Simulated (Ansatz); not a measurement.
C6H5Cl, charge -1, doublet, at the geometry of the source list (a state made from the parent by changing its charge; the spin is typed, not shown lowest) (a gas-phase anion, which may not be bound at this level), with bond 8-3 at 1.8 times its length; SC-NEVPT2/STO-3G, CASSCF(3,3) (Ansatz, an electronic-structure program).

Ansatz was given this input:
Ansatz 0.2 input:
```yaml
crystal:
  periodic: [false, false, false]
  atoms:
    - {symbol: Cl, position_ang: [3.04330000, 0.20790000, -0.01080000]}
    - {symbol: C, position_ang: [1.31680000, 0.09000000, -0.00560000]}
    - {symbol: C, position_ang: [0.55460000, 1.24670000, 0.00750000]}
    - {symbol: C, position_ang: [-0.82620000, 1.14480000, 0.01260000]}
    - {symbol: C, position_ang: [-1.43620000, -0.09840000, 0.00510000]}
    - {symbol: C, position_ang: [-0.66290000, -1.24680000, -0.00730000]}
    - {symbol: C, position_ang: [0.71880000, -1.15930000, -0.01290000]}
    - {symbol: H, position_ang: [1.42328000, 2.98406000, 0.01668000]}
    - {symbol: H, position_ang: [-1.42550000, 2.04290000, 0.02240000]}
    - {symbol: H, position_ang: [-2.51330000, -0.17110000, 0.01030000]}
    - {symbol: H, position_ang: [-1.13360000, -2.21840000, -0.01130000]}
    - {symbol: H, position_ang: [1.32700000, -2.05020000, -0.02260000]}
basis:
  gaussian:
    orbitals: STO-3G
total_charge: -1
correlation: {method: sc_nevpt2, electrons: all, active_space: {window: {electrons: 3, orbitals: 3}}}
magnetization: {spin_polarized: false, initial_magnetization: 1}
```

Write the output that Ansatz gives for this input, abridged.


```
Functional definition: HF
594 factors; integrals over basis functions are off by at most 5.3e-5 eV
mean field evaluation 1: about -18540.1399 eV, gradient 3.0e1 eV
mean field evaluation 2: about -18540.4742 eV, gradient 3.0e1 eV
mean field evaluation 4: about -18545.2065 eV, gradient 1.2e1 eV
mean field evaluation 8: about -18546.4860 eV, gradient 5.4e-1 eV
mean field evaluation 16: about -18543.6914 eV, gradient 7.8e-1 eV
mean field evaluation 32: about -18546.4949 eV, gradient 3.3e-1 eV
mean field -18546.48077229 eV, -681.5705971254 hartree, gradient 2.3e-6 eV, S^2 0.750000; 2 other end points of the search recorded, 0 dependent functions left out
reference -18546.48077229 eV, -681.5705971254 hartree; 30, 29 occupied and 14, 15 virtual orbitals, 594 factors
state -18547.04115613 eV, -681.5911908518 hartree
state -18547.04115613 eV, -681.5911908518 hartree; corrected -18555.76962803 eV, -681.9119562778 hartree
state -18547.00970318 eV, -681.5900349772 hartree
state -18547.00970318 eV, -681.5900349772 hartree; corrected -18555.79408014 eV, -681.9128548762 hartree
state -18547.00970318 eV, -681.5900349772 hartree; corrected -18555.79408014 eV, -681.9128548762 hartree
WARN: the results are in doubt because another end's mean lies 0.031 eV lower, and its corrected mean 0.024 eV higher
Total energy: -18555.79408014 eV, -681.9128548762 hartree
In doubt: another end's mean lies 0.031 eV lower, and its corrected mean 0.024 eV higher
```
